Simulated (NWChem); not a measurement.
System: CAlClFNO; SMILES O=C=[N][Al]([F])[Cl]

```xyz
6

Al     0.4069     0.5461     0.0010
Cl    -1.0902     1.9785    -0.0006
F      1.9827     1.0365    -0.0013
N      0.0394    -1.1657     0.0031
C     -0.2097    -2.3421     0.0006
O     -0.4522    -3.4813    -0.0021
```
Atoms are numbered in this order, from 1.

Computed with NWChem. Pople sets run with spherical d functions. Medium grid unless said otherwise, to which SCAN and Minnesota functionals are sensitive. The geometry was optimised at PBE0/def2-SVP.

Order these by “highest occupied level (eV)”, lowest first: TPSS/6-31G*; LRC-wPBEh/6-31G*; LC-wPBE (HJS exchange hole, range parameter 0.4 per bohr)/6-31G*; B3LYP/6-31G*.

LC-wPBE (HJS exchange hole, range parameter 0.4 per bohr)/6-31G* (-11.72), LRC-wPBEh/6-31G* (-10.85), B3LYP/6-31G* (-8.68), TPSS/6-31G* (-7.59)
